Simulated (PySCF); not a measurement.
Cl2CrO2 (singlet state).
Cartesian coordinates in Å at the PBE0-D3(BJ)/def2-SVP level; atoms count from 1:
```
atom  x, y, z in Å
O1    -0.465   -0.851    1.259
Cr2   -0.059   -0.110   -0.012
O3    -0.790   -0.732   -1.196
Cl4   -0.612    1.921    0.154
Cl5    2.018   -0.332   -0.302
```

Method used: delta-SCF UKS SCAN, pcX-2 on the ionised atom, pcseg-1 elsewhere, spin-free X2C in PySCF 2.14.0. Every row has its own mixed basis.

```
ionised atom  basis functions  E(ground) (Eh)  E(ionised) (Eh)
          O1              126     -2123.46049      -2103.64902
         Cl4              137     -2123.59775      -2019.62781
```

Q: Turn these total energies into binding energies.

A: E(ionised) − E(ground), at 27.2114 eV a hartree:

| atom | environment | difference (Eh) | binding energy (eV) |
| --- | --- | --- | --- |
| O1 | oxygen bonded to Cr | 19.81147 | 539.10 |
| Cl4 | chlorine bonded to Cr | 103.96994 | 2829.17 |

Q: How much do the ground-state energies differ, and what would follow from using one of them for all holes?

A: They run from -2123.5977 Eh (core basis on Cl4) to -2123.4605 Eh (on O1), 0.1372 Eh or 3.73 eV apart, though the state is the same; only basis and grid differ. Pairing the ion of O1 with the ground state of Cl4 would put its binding energy 3.73 eV too high.

Only 1s holes are shown. Atoms equivalent by their bonding share one computed value, that of the first of them. Geometry: PBE0-D3(BJ)/def2-SVP; no solvent, vibrations or thermal averaging.
